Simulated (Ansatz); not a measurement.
Consider the ligand exchange at the Si–C bond: `[SiH3]C(Cl)Br` + `[OH][Ga]([OH])[OH]` → `[OH][Ga]([OH])[O][SiH3]` + `ClCBr`.

Calculated with Ansatz (gas phase, PBE0-D4/def2-TZVP geometries, no zero-point term in ΔE). CCSD(T)/CBS is the MP2 limit (def2-TZVPP, def2-QZVPP) plus CCSD(T) − MP2 in def2-TZVPP, frozen cores. Functionals use def2-TZVPP. B3LYP here is the variant with VWN-RPA as its local correlation; programs differ in this. For Br, Ga outer-core shells are correlated without core-valence functions, which leaves a few kJ/mol of doubt a bond. Scalar relativity is left out up to krypton. One conformer a species, not always the lowest.

CCSD(T)/CBS gives -24.8 kcal/mol.

Problem. Another level gave -32.8 kcal/mol. Which?
A. PBE/def2-TZVPP
B. HF/def2-TZVPP
C. B3LYP-D4/def2-TZVPP
D. PBE0-D4/def2-TZVPP

Solution. B. HF/def2-TZVPP -32.8, B3LYP-D4 -25.9, PBE -22.4, PBE0-D4 -23.8 kcal/mol.

Largest T1 diagnostic among the species: 0.014.

From PBE to PBE0 (25 % exact exchange), in def2-TZVPP and without D4, ΔE moves by −1.9 kcal/mol. In def2-TZVPP, CCSD(T) changes the Hartree–Fock value by +7.1 kcal/mol (the triples alone add +1.1 kcal/mol) and MP2 by +7.5 kcal/mol.
